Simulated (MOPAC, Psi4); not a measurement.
Torsional profile of H₁₀GeOSi₃, SMILES [SiH3]O[SiH2][SiH2][GeH3]. Scanned: dihedral O2–Si3–Si4–Ge5; all other coordinates were relaxed at GFN2-xTB. GFN2-xTB can order the conformers of Si and Ge chains otherwise than DFT does. Points at φ and −φ are mirror images. Heavy atoms are numbered in the order of the SMILES [SiH3]O[SiH2][SiH2][GeH3], hydrogens after them in the order of the atoms that carry them; the mirror image has the same energies with the sign of each dihedral reversed.

- PM3, restricted, heats of formation // GFN2-xTB (MOPAC)
- PBE0-D3(BJ)/def2-TZVP // GFN2-xTB (Psi4)
- PBE0/def2-TZVP // GFN2-xTB (Psi4)
- PBE-D3(BJ)/def2-TZVP // GFN2-xTB (Psi4)

Energies relative to the lowest point of each profile, in kJ/mol:

| φ / ° | PM3 | PBE0-D3(BJ)/def2-TZVP | PBE0/def2-TZVP |
|---|---|---|---|
| -120 | 3.1 | 7.0 | 4.0 |
| -60 | 1.5 | 0.5 | 0.3 |
| -45 | 4.4 | 0.0 | 0.0 |
| -30 | 7.3 | 0.5 | 0.4 |
| 15 | 9.4 | 1.5 | 1.2 |
| 75 | 1.0 | 2.3 | 1.1 |
| 90 | 0.0 | 3.5 | 1.6 |
| 105 | 1.6 | 5.7 | 3.0 |
| 120 | 3.1 | 7.0 | 4.0 |
| 135 | 3.4 | 6.7 | 3.5 |
| 150 | 4.1 | 6.0 | 2.7 |
| 165 | 4.6 | 5.2 | 1.9 |

Problem. Estimate the PBE-D3(BJ)/def2-TZVP values at these points.

Solution. -120: 7.1; -60: 0.4; -45: 0.0; -30: 0.6; 15: 1.7; 75: 2.1; 90: 3.5; 105: 5.8; 120: 7.1; 135: 6.8; 150: 6.0; 165: 5.3 (kJ/mol).
